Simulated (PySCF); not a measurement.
**Polarisability and C₆ of As³⁺ (arsenic, charge +3)**

[Ar] 3d10 4s2, closed-shell 1S. Calculation: PySCF 2.14, in aug-cc-pVQZ-DK (8s7p5d3f2g, 93 functions); the spin-free X2C one-electron Hamiltonian (Gaussian nucleus). Coupled (time-dependent) response in atomic units; α is the mean over directions.

```json
{"method": "UHF", "mean α (bohr³)": "7.732", "C₆ (like pair)": "24.44", "S(−4)": "29.65"}
{"method": "PBE", "mean α (bohr³)": "6.717", "C₆ (like pair)": "20.34", "S(−4)": "21.82"}
{"method": "PBE0", "mean α (bohr³)": "6.985", "C₆ (like pair)": "21.39", "S(−4)": "23.79"}
{"method": "BHandHLYP", "mean α (bohr³)": "7.023", "C₆ (like pair)": "21.47", "S(−4)": "24.16"}
{"method": "MN15", "mean α (bohr³)": "7.194", "C₆ (like pair)": "21.89", "S(−4)": "26.35"}
```

S(−4) is the Cauchy moment in α(ω) = α(0) + S(−4) ω² + …

α(iu) at PBE:

```json
{"u (hartree)": "0", "α(iu) (bohr³)": "6.717"}
{"u (hartree)": "0.0500", "α(iu) (bohr³)": "6.663"}
{"u (hartree)": "0.100", "α(iu) (bohr³)": "6.506"}
{"u (hartree)": "0.200", "α(iu) (bohr³)": "5.952"}
{"u (hartree)": "0.300", "α(iu) (bohr³)": "5.225"}
{"u (hartree)": "0.500", "α(iu) (bohr³)": "3.809"}
{"u (hartree)": "0.750", "α(iu) (bohr³)": "2.575"}
{"u (hartree)": "1.00", "α(iu) (bohr³)": "1.840"}
{"u (hartree)": "1.50", "α(iu) (bohr³)": "1.100"}
{"u (hartree)": "2.00", "α(iu) (bohr³)": "0.7568"}
{"u (hartree)": "3.00", "α(iu) (bohr³)": "0.4414"}
{"u (hartree)": "5.00", "α(iu) (bohr³)": "0.2123"}
```

A single London oscillator, α(iu) = α/(1 + u²/ω²), gives C₆ = (3/4) ω α². Matching the computed C₆ needs ω = 4 × 20.34 / (3 × 6.717²) = 0.601 hartree.

For an ion, C₆ is the dispersion term alone; charge-induced terms of lower order in 1/R come first.
